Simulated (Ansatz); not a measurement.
Total energies of AlH₂Br from Ansatz at CCSD(T)/def2-TZVPP, gas phase (1 Eh = 27.2114 eV = 2625.5 kJ/mol). The reference geometry is relaxed at B3LYP-D4/def2-TZVP.

| state | geometry | energy (Eh) |
| --- | --- | --- |
| charge 0 singlet | reference | -2815.95342 |
| charge 1 doublet | reference | -2815.55634 |
| free Al atom (doublet) | – | -241.92630 |
| free H atom (doublet) | – | -0.49981 |
| free Br atom (doublet) | – | -2572.66165 |

Correlated methods freeze 14 core orbitals; core or outer-core shells of Br are correlated, in sets that lack core-valence functions. In CCSD on the charge 1 doublet the largest single amplitude is 0.22, so its Hartree–Fock determinant may place the open shell otherwise than the density functionals do.

(1) Work out the vertical ionisation energy to the doublet.

(2) What is the binding energy per atom against free atoms?

(1) E(charge 1 doublet) − E(charge 0 singlet) = -2815.55634 − (-2815.95342) = 0.39708 Eh = 10.81 eV.

(2) Atoms: 1 × (-241.92630) + 2 × (-0.49981) + 1 × (-2572.66165) = -2815.58757 Eh. Binding: -2815.58757 − (-2815.95342) = 0.36585 Eh = 9.96 eV, or 2.49 eV for each of 4 atoms (no zero-point energy, no counterpoise term).
